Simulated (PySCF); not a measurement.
**Ce³⁴⁺: ionisation energy**

Ce³⁴⁺ [Ar] 3d6 (5D) → Ce³⁵⁺ [Ar] 3d5 (6S), as a difference of total energies. All numbers are calculated (PySCF 2.14, scalar relativity by spin-free X2C-1e, in an even-tempered Gaussian basis (18 s from 5.6 bohr⁻², ratio 2.5; 12 p from 7.3 bohr⁻², ratio 2.5; 8 d from 7.3 bohr⁻², ratio 2.5; 4 f from 29 bohr⁻², ratio 2.7; 3 g from 44 bohr⁻², ratio 2.7)). Correlated levels: outer shells: [Ne] frozen; virtual orbitals above 40 to 60 times the deepest correlated orbital energy dropped. The calculations carry no spin-orbit coupling.

```json
{"method": "UHF", "ionisation energy (eV)": "2276.2"}
{"method": "LDA", "ionisation energy (eV)": "2278.4"}
{"method": "PBE", "ionisation energy (eV)": "2279.2"}
{"method": "PBE0", "ionisation energy (eV)": "2279.0"}
{"method": "r2SCAN", "ionisation energy (eV)": "2279.3"}
{"method": "r2SCANh", "ionisation energy (eV)": "2279.2"}
{"method": "B2PLYP", "ionisation energy (eV)": "2278.5"}
{"method": "MP2 (outer shells)", "ionisation energy (eV)": "2277.5"}
{"method": "SCS-MP2 (outer shells)", "ionisation energy (eV)": "2277.7"}
```

Spin-orbit coupling is strong in these open shells (close to jj coupling). The scalar numbers leave it out and a first-order estimate fails, so it can dominate the gap to the real levels.

Breit and QED terms and the two-electron picture change are absent.

For comparison: 2280 ± 5 eV (theoretical estimate listed by NIST; NIST Atomic Spectra Database, ionization energies).
